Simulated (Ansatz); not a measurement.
Wavefunction ladder for H$_{3}$NSZn (`[NH2][Zn][SH]`)

Cartesian coordinates in Å:
```
N -1.317 0.083 -0.761
Zn 0.169 0.280 0.260
S 1.865 0.690 1.528
H -1.201 0.063 -1.764
H -1.976 -0.637 -0.501
H 2.460 -0.480 1.239
```

Total charge 0; spin multiplicity 1. For Zn the d shell is correlated and the shells below it are frozen. Scalar relativity is left out up to krypton. All single points use the PBE0-D4/def2-TZVP geometry. It is one conformer, not always the lowest. Frozen core, restricted reference, the Gaussian-basis code of Ansatz.

| basis | HF (Eh) | MP2 corr. | CCSD corr. | (T) | CCSD(T) total |
| --- | --- | --- | --- | --- | --- |
| def2-SVP | -2231.15030 | ? | ? | -0.01640 | ? |
| def2-TZVPP | ? | -0.90764 | -0.88354 | ? | ? |
| def2-QZVPP | -2231.66533 | -0.97623 | – | – | – |

Question: Fill in the withheld values. (An estimate is asked.)

Answer: The calculation gave: def2-SVP MP2 corr.: -0.60922; def2-SVP CCSD corr.: -0.61416; def2-SVP CCSD(T) total: -2231.78086; def2-TZVPP HF (Eh): -2231.60859; def2-TZVPP (T): -0.03236; def2-TZVPP CCSD(T) total: -2232.52449.
